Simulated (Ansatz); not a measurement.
Cartesian coordinates in Å:
```
Cl 0.0914 1.1554 -2.1313
C 0.3520 -0.0352 -0.8626
C 0.6481 0.5044 0.5606
Si -0.9233 -0.4298 0.4025
Cl -1.0783 -2.3311 1.1184
H 1.0284 -0.8128 -1.2011
H 1.5324 0.0975 1.0407
H 0.5673 1.5826 0.6691
H -2.2180 0.2689 0.4037
```

The species carries charge 0 and has multiplicity 1.

Task: List the r2SCAN/def2-TZVPP orbital energies in eV (Ansatz). (Estimate.)

Result: The calculation gave: Occupied: -2753.80, -2753.38, -1792.20, -274.79, -273.52, -255.20, -254.73, -193.74, -193.60, -193.59, -193.35, -193.09, -193.09, -142.59, -97.51, -97.43, -97.42, -22.70, -21.94, -19.94, -15.51, -13.69, -12.34, -11.66, -10.22, -10.00, -9.53, -9.17, -8.64, -8.06, -7.07, -6.20. Lowest empty: -0.90, -0.48, -0.05, 0.72, 1.87, 2.17, 2.68, 3.12.
